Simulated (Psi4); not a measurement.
BBr₃, charge +1, doublet, at a GFN2-xTB geometry (a state made from the parent by changing its charge; the spin is typed, not shown lowest), with bond 3-1 at 2.0 times its length; M06-2X/cc-pVDZ run with Psi4.

Here is a job for Psi4.
```
memory 2 GB

molecule mol {
1 2
B     0.018222   -0.019963   -0.037976
Br   -1.511018   -1.113260   -0.137110
Br    0.020949    3.361151   -1.694136
Br    1.488830   -0.554483    1.008591
}

set {
  basis cc-pvdz
  reference uks
  damping_percentage 50
}

energy('m06-2x')
print_variables()
```

It wrote (shortened):

```
   => Loading Basis Set <=

    Name: CC-PVDZ
    Role: ORBITAL
    Keyword: BASIS

         ---------------------------------------------------------
                                   SCF
               by Justin Turney, Rob Parrish, Andy Simmonett
                          and Daniel G. A. Smith
                              UKS Reference
         ---------------------------------------------------------

  ==> Geometry <==

    Molecular point group: c1
    Full point group: C1

    Geometry (in Angstrom), charge = 1, multiplicity = 2:

       Center              X                  Y                   Z               Mass
    ------------   -----------------  -----------------  -----------------  -----------------
         B            0.017806961456    -0.558463323479     0.225745002620    11.009305360000
         BR          -1.511433038544    -1.651760323479     0.126611002620    78.918337600000
         BR           0.020533961456     2.822650676521    -1.430414997380    78.918337600000
         BR           1.488414961456    -1.092983323479     1.272312002620    78.918337600000

  Running in c1 symmetry.

  Rotational constants: A =      0.04021  B =      0.01442  C =      0.01062 [cm^-1]
  Rotational constants: A =   1205.44095  B =    432.39580  C =    318.25591 [MHz]
  Nuclear repulsion =  582.250361472035820

  Charge       = 1
  Multiplicity = 2
  Electrons    = 109
  Nalpha       = 55
  Nbeta        = 54

  ==> Algorithm <==

  SCF Algorithm Type is DF.
  DIIS enabled.
  MOM disabled.
  Fractional occupation disabled.
  Guess Type is SAD.
  Energy threshold   = 1.00e-06
  Density threshold  = 1.00e-06
  Integral threshold = 1.00e-12

  ==> Primary Basis <==

  Basis Set: CC-PVDZ
    Blend: CC-PVDZ
    Number of shells: 39
    Number of basis functions: 95
    Number of Cartesian functions: 102
    Spherical Harmonics?: true
    Max angular momentum: 2

  ==> DFT Potential <==

   => LibXC <=

    Version 7.1.2
    S. Lehtola, C. Steigemann, M. J. T. Oliveira, and M. A. L. Marques,  SoftwareX 7, 1–5 (2018) (10.1016/j.softx.2017.11.002)

   => Composite Functional: M06-2X <=

    Hybrid M06-2X Meta-GGA XC Functional  (10.1007/s00214-007-0310-x)
    Y. Zhao and D. G. Truhlar,  Theor. Chem. Acc., 120, 215, 2008

    Deriv               =              1
    GGA                 =           TRUE
    Meta                =           TRUE

    Exchange Hybrid     =           TRUE
    MP2 Hybrid          =          FALSE

   => Exchange Functionals <=

    1.0000   XC_HYB_MGGA_X_M06_2X

   => Exact (HF) Exchange <=

    0.5400               HF

   => Correlation Functionals <=

    1.0000   XC_MGGA_C_M06_2X

   => LibXC Density Thresholds  <==

    XC_MGGA_C_M06_2X:  1.00E-12
    XC_HYB_MGGA_X_M06_2X:  1.00E-15

   => Molecular Quadrature <=

    Radial Scheme          =       TREUTLER
    Pruning Scheme         =           NONE
    Nuclear Scheme         =       TREUTLER

    Blocking Scheme        =         OCTREE
    BS radius alpha        =              1
    Pruning alpha          =              1
    Radial Points          =             75
    Spherical Points       =            302
    Total Points           =          83279
    Total Blocks           =            724
    Max Points             =            255
    Max Functions          =             95
    Weights Tolerance      =       1.00E-15

   => Loading Basis Set <=

    Name: (CC-PVDZ AUX)
    Role: JKFIT
    Keyword: DF_BASIS_SCF

  ==> Integral Setup <==

  SCF_SUBTYPE=INCORE selected. In-core MEM_DF algorithm will be used.
  Using in-core AOs.

  ==> MemDFJK: Density-Fitted J/K Matrices <==

    J tasked:                   Yes
    K tasked:                   Yes
    wK tasked:                   No
    Algorithm:                 Core
    Schwarz Cutoff:           1E-12
    Mask sparsity (%):       7.8449
    Fitting Condition:        1E-10

   => Auxiliary Basis Set <=

  Basis Set: (CC-PVDZ AUX)
    Blend: CC-PVDZ-JKFIT
    Number of shells: 165
[...]
   @DF-UKS iter  72: -7745.91163706079988   -4.88736e-05   1.10852e-05 DIIS/DAMP=50%
   @DF-UKS iter  73: -7745.91183436236497   -1.97302e-04   1.33456e-05 DIIS/DAMP=50%
   @DF-UKS iter  74: -7745.91209620817244   -2.61846e-04   1.43907e-05 DIIS/DAMP=50%
   @DF-UKS iter  75: -7745.91148515221721    6.11056e-04   1.43004e-05 DIIS/DAMP=50%
   @DF-UKS iter  76: -7745.91211945877149   -6.34307e-04   1.37578e-05 DIIS/DAMP=50%
   @DF-UKS iter  77: -7745.91200938522616    1.10074e-04   1.23980e-05 DIIS/DAMP=50%
   @DF-UKS iter  78: -7745.91155298401463    4.56401e-04   1.00474e-05 DIIS/DAMP=50%
   @DF-UKS iter  79: -7745.91174762880837   -1.94645e-04   1.19124e-05 DIIS/DAMP=50%
   @DF-UKS iter  80: -7745.91222042203572   -4.72793e-04   1.34980e-05 DIIS/DAMP=50%
   @DF-UKS iter  81: -7745.91159589528343    6.24527e-04   1.15757e-05 DIIS/DAMP=50%
   @DF-UKS iter  82: -7745.91180153597179   -2.05641e-04   1.20017e-05 DIIS/DAMP=50%
   @DF-UKS iter  83: -7745.91287674960586   -1.07521e-03   1.17740e-05 DIIS/DAMP=50%
   @DF-UKS iter  84: -7745.91162477765465    1.25197e-03   1.18959e-05 DIIS/DAMP=50%
   @DF-UKS iter  85: -7745.91175972379915   -1.34946e-04   1.24335e-05 DIIS/DAMP=50%
   @DF-UKS iter  86: -7745.91185291191141   -9.31881e-05   1.31190e-05 DIIS/DAMP=50%
   @DF-UKS iter  87: -7745.91202383868676   -1.70927e-04   1.03906e-05 DIIS/DAMP=50%
   @DF-UKS iter  88: -7745.91156908579524    4.54753e-04   1.25674e-05 DIIS/DAMP=50%
   @DF-UKS iter  89: -7745.91165858269233   -8.94969e-05   1.17413e-05 DIIS/DAMP=50%
   @DF-UKS iter  90: -7745.91167602003679   -1.74373e-05   2.89080e-05 DIIS/DAMP=50%
   @DF-UKS iter  91: -7745.91111800221734    5.58018e-04   1.37712e-05 DIIS/DAMP=50%
   @DF-UKS iter  92: -7745.91123547229836   -1.17470e-04   1.09723e-05 DIIS/DAMP=50%
   @DF-UKS iter  93: -7745.91148415442967   -2.48682e-04   1.26152e-05 DIIS/DAMP=50%
   @DF-UKS iter  94: -7745.91169035384064   -2.06199e-04   1.63336e-05 DIIS/DAMP=50%
   @DF-UKS iter  95: -7745.91204329891571   -3.52945e-04   1.95403e-05 DIIS/DAMP=50%
   @DF-UKS iter  96: -7745.91170638183394    3.36917e-04   1.37994e-05 DIIS/DAMP=50%
   @DF-UKS iter  97: -7745.91169969676321    6.68507e-06   1.31047e-05 DIIS/DAMP=50%
   @DF-UKS iter  98: -7745.91186113981257   -1.61443e-04   1.18764e-05 DIIS/DAMP=50%
   @DF-UKS iter  99: -7745.91221628875064   -3.55149e-04   1.90324e-05 DIIS/DAMP=50%
   @DF-UKS iter 100: -7745.91199321947352    2.23069e-04   1.56205e-05 DIIS/DAMP=50%

PsiException: Could not converge SCF iterations in 100 iterations.

  Failed to converge.

Traceback (most recent call last):
  File "psi4", line 375, in <module>
  File "<string>", line 26, in <module>
  File "site-packages/psi4/driver/driver.py", line 533, in energy
  File "site-packages/psi4/driver/procrouting/proc.py", line 2760, in run_scf
  File "site-packages/psi4/driver/procrouting/proc.py", line 2047, in scf_helper
  File "site-packages/psi4/driver/procrouting/scf_proc/scf_iterator.py", line 93, in scf_compute_energy
  File "site-packages/psi4/driver/procrouting/scf_proc/scf_iterator.py", line 86, in scf_compute_energy
  File "site-packages/psi4/driver/procrouting/scf_proc/scf_iterator.py", line 609, in scf_iterate

psi4.driver.p4util.exceptions.SCFConvergenceError: Could not converge SCF iterations in 100 iterations.

Printing out the relevant lines from the Psithon --> Python processed input file:
    ""","mol")
    core.IO.set_default_namespace("mol")
    core.set_global_option("BASIS", "cc-pvdz")
    core.set_global_option("REFERENCE", "uks")
    core.set_global_option("DAMPING_PERCENTAGE", 50)
--> energy('m06-2x')
    print_variables()

!-------------------------------------------------------!
!                                                       !
!  Could not converge SCF iterations in 100 iterations. !
!                                                       !
!-------------------------------------------------------!
```

Convergence was not reached.
